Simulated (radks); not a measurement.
Zn XXV, configuration [He] 2s2 2p2.

Calculated with a radial shooting solver on a logarithmic mesh with Libxc functionals: scalar-relativistic Kohn-Sham, BLYP, spin-polarised, spherical densities, finite nucleus; open shells are filled with parallel spins first; Fermi nuclear charge, rms radius 3.9283 fm.

Energy parts (eV):
| part | energy |
|---|---|
| total | -34558.466 |
| kinetic | 35281.212 |
| electron-nucleus | -72362.925 |
| Hartree | 3406.764 |
| exchange-correlation | -883.517 |

Orbitals (lengths in bohr, moments of r in powers of bohr; <r^-3> diverges for s and p1/2):
orbital  occ.  eigenvalue (eV)  <1/r>  <r^-3>
1s up       1        -11022.26  30.30       -
1s down     1        -11008.55  30.33       -
2s up       1        -2401.579  7.090       -
2s down     1        -2376.660  7.047       -
2p up       2        -2295.153  6.942   940.6
2p down     0        -2265.196  6.912   933.0

The highest occupied level is 2p up at -2295.2 eV. The spin density at the nucleus is -5.06 e/bohr^3 (1s -22.64, 2s 17.58). For comparison, the ionisation energy in NIST's Atomic Spectra Database is 2358 eV (semi-empirical). In exact Kohn-Sham theory the highest level is minus the ionisation energy, but local and semilocal functionals leave it too shallow, through self-interaction and a potential that decays too fast; potentials with the right tail come closer.
